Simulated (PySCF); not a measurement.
Sn(Cl)2(Me)(OMe) (C₂H₆Cl₂OSn), SMILES C[O][Sn]([CH3])([Cl])[Cl].

Coordinates come from a B3LYP-D3(BJ)/def2-SVP optimisation. The def2 effective core potentials stand for the cores of Sn; spin–orbit coupling is left out. Other conformers were not sampled.

These are IEF-PCM-PBE0/def2-SVP in PySCF 2.14.0 values and carry that method's errors.

The values are the electrostatic part of the solvation free energy, E(continuum) − E(gas) at the gas-phase geometry, in a cavity of scaled van der Waals radii (PySCF's table); cavitation and dispersion terms are not included. A continuum can't describe solvent molecules that bind to the metal. In vacuum the orbital gap is 6.26 eV. The dipole moment in vacuum is 2.40 D.

```json
[
 {"solvent": "water", "ε": "78.36", "ΔG(elec) (kcal/mol)": "-5.6", "dipole (D)": "3.16", "gap (eV)": "6.33"},
 {"solvent": "diethylether", "ε": "4.24", "ΔG(elec) (kcal/mol)": "-3.9", "dipole (D)": "2.92", "gap (eV)": "6.30"},
 {"solvent": "ethylethanoate", "ε": "5.99", "ΔG(elec) (kcal/mol)": "-4.4", "dipole (D)": "2.99", "gap (eV)": "6.31"}
]
```
